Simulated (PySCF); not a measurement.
From computed data to an observable: oscillator strength and radiative lifetime

C2H4N2OSi, SMILES N1=CC=N[SiH]1O.

Geometry: r2SCAN-D4/def2-SVP. This is a generated structure with no PubChem entry under its InChIKey; it may be hypothetical. Other conformers were not sampled.

PySCF with TDDFT-PBE/def2-SVPD puts the first singlet state with f over 0.02 at 5.39 eV (vertical), with the transition dipole (0.000, 0.000, 0.467) in atomic units.

Find the oscillator strength, the wavelength and the radiative lifetime that this transition would have in vacuum if emission retraced absorption.


|μ|² = 0.2181 au, so |μ| = 1.19 D. ΔE = 5.39/27.211 = 0.1981 hartree. f = (2/3) ΔE |μ|² = 0.029 (the program prints 0.029).
λ = 1239.84/5.39 = 230 nm; ν = 43473 cm⁻¹.
Einstein's coefficient A = 0.6670 ν² f s⁻¹ (ν in cm⁻¹) = 3.6e7 s⁻¹, so τ = 1/A = 28 ns. This state is S4; the lower singlets have f = 0.000, 0.000, 0.000. The figure is the radiative limit of this one transition; relaxation, internal conversion, crossing to triplets and a medium change what is measured.
